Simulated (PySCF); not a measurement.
**Excitation energy of Te²⁺ by level of theory**

Te²⁺ [Kr] 4d10 5s2 5p2 (3P) → Te²⁺ [Kr] 4d10 5s1 5p3 (5S), as a difference of total energies. All numbers are calculated (PySCF 2.14, scalar relativity by spin-free X2C-1e, in aug-cc-pVQZ-DK3). Correlated levels: valence: [Kr] 4d10 frozen. The calculations carry no spin-orbit coupling.

| method | excitation energy (cm⁻¹) |
| --- | --- |
| UHF | 43322 |
| MP2 (valence) | 50764 |
| SCS-MP2 (valence) | 53988 |
| CCSD (valence) | 52317 |
| CCSD(T) (valence) | 52580 |

A first-order spin-orbit estimate (lowest level to lowest level, LS coupling) adds 0.612 eV.
